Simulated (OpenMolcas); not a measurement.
## Mn+: effect of correlating more closed shells

```json
{
 "Program": "OpenMolcas",
 "Basis": "ANO-RCC-VTZP [6s5p3d2f1g]",
 "Scalar Hamiltonian": "DKH2, point nucleus",
 "Active space": "6 electrons in 6 orbitals (3d 4s)",
 "State averaging": "2S+1 = 7 even, 1 root; 2S+1 = 5 even, 18 roots kept (CI in the orbitals of an earlier block); 2S+1 = 3 even, 9 roots kept (CI in the orbitals of an earlier block)",
 "Spin-orbit coupling": "RASSI with atomic mean-field integrals over the reference wave functions, term energies averaged over their components"
}
```

Methods on the same reference wave functions:
A. CASSCF
B. SS-CASPT2, IPEA 0.25 Eh, imaginary shift 0.1 Eh (closed shells correlated: none)
C. SS-CASPT2, IPEA 0.25 Eh, imaginary shift 0.1 Eh (closed shells correlated: 3s 3p)

Energies in eV above 3d⁵ 4s ⁷S₃, the measured ground level; measured values from NIST Handbook of Basic Atomic Spectroscopic Data.

```tsv
Level	A	B	C	Measured
3d⁵ 4s ⁷S₃	0.0000	0.0000	0.0000	0.0000
3d⁵ 4s ⁵S₂	1.5221	1.067	1.145	1.1745
3d⁵ 4s ⁵G₄	4.1706	3.881	3.685	3.4199
3d⁵ 4s ⁵G₅	4.1706	3.881	3.685	3.4184
3d⁵ 4s ⁵G₃	4.1706	3.881	3.685	3.4205
3d⁵ 4s ⁵G₂	4.1706	3.881	3.685	3.4206
3d⁵ 4s ⁵G₆	4.1706	3.881	3.685	3.4154
```

Deviations, from unrounded energies. A percentage is the sum of absolute deviations over the sum of measured energies, with the sign that they share, or ± where signs differ.

| Against measurement | Levels | A | B | C |
| --- | --- | --- | --- | --- |
| mean absolute deviation (cm-1) | 6 | 5500 | 3300 | 1800 |
| other terms of the ground configuration (%) | 6 | +22.5 | ±13.2 | ±7.5 |

C lies closest to measurement on these levels and A furthest from it. The largest miss of C in the table is 3d⁵ 4s ⁵G₆, by +2200 cm-1. The ranking rests on the paired levels alone, and a cruder setting can come out closer through cancelling errors.

Between B and C the level of the table that moves most is 3d⁵ 4s ⁵G₆, by 1600 cm-1 (lowest in C, highest in B). Moves below CASPT2's spread within the term are not significant.

From A to B the spin-free energies of the other terms of 3d⁵ 4s shown, above ⁷S, scale by factors of 0.70 to 0.93.

The lowest spin-free term lies below A's lowest term by 0.097 hartree in B, 0.448 hartree in C.

What an inner shell adds also hangs on whether the basis holds functions to correlate it.

CASPT2 does not keep the components of a term degenerate, so their means are used; among the terms shown or strongly mixed into the levels shown the widest spread is 130 cm-1 (3d⁵ 4s ⁵G, C). Terms from blocks run as CI alone lack orbitals of their own. No level of 3d⁶ was computed, though it lies in the active space. Without dynamic correlation excited terms often stand tens of per cent too high (terms of higher spin than the ground term too low), and those without a measured partner can miss by more than the paired ones (holds for A). Measured partners are found by configuration, term and J. A level has none where our copy of the source lacks it or the pairing is in doubt (some pairs that miss far off the trend of their configuration count as doubtful), and it then counts in no deviation. Only configurations of the active space appear. The table leaves out levels that lie high or whose names do not pair safely across all columns.
